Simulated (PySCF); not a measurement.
**How methods differ on the excitation energy of P**

P [Ne] 3s2 3p3 (4S) → P [Ne] 3s1 3p3 4s1 (6S), as a difference of total energies. Computed with PySCF 2.14 in aug-cc-pCVTZ-DK (8s7p5d3f, 75 functions), with scalar relativity by spin-free X2C-1e. Correlated levels: valence: [Ne] frozen; valence and next inner shell: 1s2 frozen; nothing frozen. The calculations carry no spin-orbit coupling.

| method | excitation energy (eV) |
| --- | --- |
| UHF | 10.764 |
| LDA | 12.761 |
| PBE | 12.693 |
| PBE0 | 12.596 |
| r2SCAN | 12.230 |
| revPBE | 12.632 |
| wB97X-V | 12.929 |
| wB97X | 12.957 |
| LC-wPBE | 12.775 |
| MP2 (valence) | 12.214 |
| SCS-MP2 (valence) | 12.704 |
| MP2 (valence and next inner shell) | 12.389 |
| SCS-MP2 (valence and next inner shell) | 12.832 |
| MP2 (all electrons) | 12.385 |
| SCS-MP2 (all electrons) | 12.829 |

Problem. How much does correlation contribute at MP2 (all electrons)?

Solution. 12.385 − (10.764) = 1.621 eV, measured against UHF.

The upper state lies above the first ionisation limit, but in LS coupling its spin forbids autoionisation to the ground ion. A Rydberg-like electron needs more diffuse functions than a valence basis has.

The promoted electron is Rydberg-like, and one or two diffuse shells describe it only roughly, which tends to raise the upper state.
